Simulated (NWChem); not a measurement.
System: CaClF; SMILES [F][Ca][Cl]

```xyz
3

Ca     0.1478     0.4729     0.0000
F     -0.6523     2.2570     0.0000
Cl     0.0091    -1.9885     0.0000
```
Atoms are numbered in this order, from 1.

Level: PBE0/def2-SVP (NWChem); excitation at 532 nm, off resonance, unscaled harmonic frequencies. Geometry: optimised at PBE0/def2-SVP.

Problem. Give the Raman lines with relative activities.

Solution. 
```json
[
 {"wavenumber (cm⁻¹)": "67", "relative intensity": "1.8"},
 {"wavenumber (cm⁻¹)": "353", "relative intensity": "100"},
 {"wavenumber (cm⁻¹)": "634", "relative intensity": "16"}
]
```
